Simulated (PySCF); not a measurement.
Computed IR spectrum (relative IR intensity) of a molecule C₃H₆F₂Si. Coordinates come from a PBE-D3(BJ)/def2-SVP optimisation. Other conformers were not sampled. These are PBE-D3(BJ)/def2-SVP in PySCF values and carry that method's errors. Frequencies are harmonic and unscaled.

Lines under 2 % of the strongest are left out, and lines within 2 cm⁻¹ are merged.

ν (cm⁻¹): 243 (w), 323 (w), 581 (w), 685 (w), 744 (m), 799 (vw), 870 (vs), 889 (w), 919 (w), 936 (s), 988 (w), 1017 (w), 1136 (m), 1163 (w), 1352 (vw), 1385 (vw), 1664 (w), 2227 (s), 2974 (vw), 3070 (vw), 3082 (vw), 3172 (vw) (against the strongest line: vs over 80 %, s over 45 %, m over 15 %, w over 4 %, vw less)

**Question.** Which molecule gave these data?
A. F/C=C\[SiH2]CF
B. C=C([SiH3])C(F)F
C. F[C@@H]1C[C@H](F)[SiH2]1
D. C=CC[SiH](F)F

**Answer.** D, C=CC[SiH](F)F
